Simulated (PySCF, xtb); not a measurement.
GeH4OSe, SMILES O[Se][GeH3].

GFN2-xTB in xtb 6.7.1 at its own geometry gives an orbital gap of 3.31 eV and a dipole moment of 1.73 D.

Geometry optimised at PBE-D3(BJ)/def2-SVP. The structure was generated by enumeration, and PubChem lists no compound with its InChIKey, so it may never have been made. One conformer was computed; it need not be the lowest.

Problem. What does PySCF with PBE/def2-TZVPD give? (Estimate from the structure and the level; the computed values follow.)

Solution. gap 3.04 eV (levels -5.70 and -2.66 eV), dipole 1.59 D.
